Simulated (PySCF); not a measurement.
A calculated (HSE06, PySCF 2.14, aug-cc-pVDZ-DK, the spin-free X2C one-electron Hamiltonian (Gaussian nucleus)) atom or ion has these occupied shells.

| shell | electrons | orbital energy (eV) | rms radius, mean of both spins (bohr) |
| --- | --- | --- | --- |
| 1s α | 1 | -7038.3 | 0.0675 |
| 1s β | 1 | -7038.2 | 0.0675 |
| 2s α | 1 | -835.78 | 0.289 |
| 2s β | 1 | -833.66 | 0.289 |
| 2p α | 3 | -711.07 | 0.261 |
| 2p β | 3 | -709.25 | 0.261 |
| 3s α | 1 | -101.53 | 0.871 |
| 3s β | 1 | -95.957 | 0.871 |
| 3p α | 3 | -66.050 | 0.935 |
| 3p β | 3 | -60.091 | 0.935 |
| 3d α | 5 | -10.852 | 1.29 |
| 3d β | 1 | -7.066 | 1.29 |
| 4s α | 1 | -5.963 | 3.29 |
| 4s β | 1 | -5.136 | 3.29 |

Problem. Name the element and its charge.

Solution. Fe (iron, neutral), in [Ar] 3d6 4s2, high-spin 5D determinant.
